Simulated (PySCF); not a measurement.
BrHOS2W, SMILES [W]([SH])(=[O])(=[S])[Br], multiplicity 1. Heavy atoms are numbered as in [W:1](=[O:2])(=[S:3])([Br:4])[SH:5]. Hydrogens are named by the atom that carries them.

Geometry: B3LYP-D3(BJ)/def2-SVP. The spin state was assumed, not searched. The def2 effective core potentials stand for the cores of W; spin–orbit coupling is left out. The values are those of a single conformer.

Computed with PBE/def2-TZVP (PySCF).

ESP charges are fitted to the potential on shells at 1.4 to 2.0 van der Waals radii. Atomic charges (e), one atom of each kind:

```json
[
 {"atom": "W1", "Mulliken": "0.95", "ESP fit": "0.27", "Löwdin": "-0.27"},
 {"atom": "O2", "Mulliken": "-0.36", "ESP fit": "-0.22", "Löwdin": "-0.21"},
 {"atom": "S3", "Mulliken": "-0.24", "ESP fit": "-0.07", "Löwdin": "0.15"},
 {"atom": "Br4", "Mulliken": "-0.24", "ESP fit": "-0.03", "Löwdin": "0.13"},
 {"atom": "S5 (SH)", "Mulliken": "-0.30", "ESP fit": "-0.16", "Löwdin": "0.13"},
 {"atom": "H on S5", "Mulliken": "0.19", "ESP fit": "0.22", "Löwdin": "0.08"}
]
```
